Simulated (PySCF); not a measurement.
Correlation energy of Tc⁺ (technetium, charge +1)

[Kr] 4d5 5s1, high-spin 7S determinant. All numbers are calculated (PySCF 2.14, scalar relativity through the core potential, in cc-pVTZ-PP with ECP28MDF (5s5p4d2f1g, 63 functions)). Frozen: 4s2 4p6; 6 electrons correlated.

MP2 pair energies summed by pair of shells (mhartree):

| pair | energy | share (%) |
| --- | --- | --- |
| 4d-4d | -59.44 | 74.2 |
| 4d-5s | -20.72 | 25.8 |

Total MP2 correlation energy: -80.16 mhartree.

Same-spin part -80.16 and opposite-spin part 0.00 mhartree; SCS-MP2 scales them by 1/3 and 6/5 to -26.72 mhartree.
